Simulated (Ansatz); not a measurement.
Relaxation of C2H8B2ClN (14 atoms, charge 0, multiplicity 1), to a largest force component of 0.02 eV/Å in at most 50 steps.

Computed with RKS PBE-D4/def2-SVP in Ansatz 0.2.0.

```xyz
14
Properties=species:S:1:pos:R:3
B -1.808 -0.984 0.435
C -0.555 -1.083 -0.473
B 0.516 -0.013 -0.044
N 1.919 -0.490 0.601
C 0.307 1.542 -0.259
Cl 0.163 1.931 -1.978
H -1.770 -1.102 1.596
H -2.853 -0.654 -0.084
H -0.807 -0.910 -1.498
H -0.144 -2.104 -0.324
H 1.911 -0.047 1.564
H 2.651 -0.132 0.037
H -0.674 1.883 0.263
H -0.528 0.434 0.236
```

Problem. Where does it end, and by what steps?

Solution. It converged. After 27 steps the energy has fallen by 6.496 eV; H12 moved furthest, 1.89 Å. Parted: B3–H14 (1.17 → 2.26 Å). Joined: C5–H14 (1.47 → 1.11 Å).

```json
{"step": "0", "energy less start (eV)": "0.0000", "largest force component (eV/Å)": "6.434", "accepted": "yes"}
{"step": "1", "energy less start (eV)": "-1.2300", "largest force component (eV/Å)": "3.577", "accepted": "yes"}
{"step": "2", "energy less start (eV)": "-2.4488", "largest force component (eV/Å)": "1.794", "accepted": "yes"}
{"step": "3", "energy less start (eV)": "-3.3546", "largest force component (eV/Å)": "3.100", "accepted": "yes"}
{"step": "4", "energy less start (eV)": "-4.1167", "largest force component (eV/Å)": "1.394", "accepted": "yes"}
{"step": "5", "energy less start (eV)": "-4.6560", "largest force component (eV/Å)": "1.198", "accepted": "yes"}
{"step": "6", "energy less start (eV)": "-4.9409", "largest force component (eV/Å)": "0.673", "accepted": "yes"}
{"step": "7", "energy less start (eV)": "-5.1197", "largest force component (eV/Å)": "0.990", "accepted": "yes"}
{"step": "8", "energy less start (eV)": "-5.2237", "largest force component (eV/Å)": "1.336", "accepted": "yes"}
{"step": "9", "energy less start (eV)": "-5.5041", "largest force component (eV/Å)": "1.464", "accepted": "yes"}
{"step": "10", "energy less start (eV)": "-5.7110", "largest force component (eV/Å)": "1.373", "accepted": "yes"}
{"step": "11", "energy less start (eV)": "-5.9835", "largest force component (eV/Å)": "1.197", "accepted": "yes"}
{"step": "12", "energy less start (eV)": "-6.0286", "largest force component (eV/Å)": "5.620", "accepted": "yes"}
{"step": "13", "energy less start (eV)": "-6.2936", "largest force component (eV/Å)": "1.562", "accepted": "yes"}
{"step": "14", "energy less start (eV)": "-6.3877", "largest force component (eV/Å)": "0.358", "accepted": "yes"}
{"step": "15", "energy less start (eV)": "-6.3933", "largest force component (eV/Å)": "0.739", "accepted": "yes"}
{"step": "16", "energy less start (eV)": "-6.4584", "largest force component (eV/Å)": "0.196", "accepted": "yes"}
{"step": "17", "energy less start (eV)": "-6.4761", "largest force component (eV/Å)": "0.187", "accepted": "yes"}
{"step": "18", "energy less start (eV)": "-6.4760", "largest force component (eV/Å)": "0.269", "accepted": "no"}
{"step": "19", "energy less start (eV)": "-6.4815", "largest force component (eV/Å)": "0.126", "accepted": "yes"}
{"step": "20", "energy less start (eV)": "-6.4861", "largest force component (eV/Å)": "0.093", "accepted": "yes"}
{"step": "21", "energy less start (eV)": "-6.4874", "largest force component (eV/Å)": "0.136", "accepted": "yes"}
{"step": "22", "energy less start (eV)": "-6.4892", "largest force component (eV/Å)": "0.149", "accepted": "yes"}
{"step": "23", "energy less start (eV)": "-6.4926", "largest force component (eV/Å)": "0.081", "accepted": "yes"}
{"step": "24", "energy less start (eV)": "-6.4944", "largest force component (eV/Å)": "0.063", "accepted": "yes"}
{"step": "25", "energy less start (eV)": "-6.4955", "largest force component (eV/Å)": "0.068", "accepted": "yes"}
{"step": "26", "energy less start (eV)": "-6.4958", "largest force component (eV/Å)": "0.043", "accepted": "yes"}
{"step": "27", "energy less start (eV)": "-6.4959", "largest force component (eV/Å)": "0.018", "accepted": "yes"}
```

```xyz
14
Properties=species:S:1:pos:R:3
B -1.375 -1.466 0.548
C -0.547 -1.151 -0.716
B 0.288 0.052 -0.056
N 1.292 -0.219 0.887
C -0.067 1.565 -0.403
Cl 0.286 1.841 -2.166
H -1.041 -2.354 1.317
H -2.324 -0.767 0.867
H -1.105 -0.716 -1.567
H 0.134 -1.960 -1.045
H 1.858 0.508 1.328
H 1.554 -1.164 1.171
H 0.518 2.318 0.162
H -1.144 1.783 -0.256
```

Time of the run: 60 s on 2 threads of Intel(R) Xeon(R) Platinum 8488C (Sapphire Rapids), with other jobs on the host, peak memory 0.19 GiB.
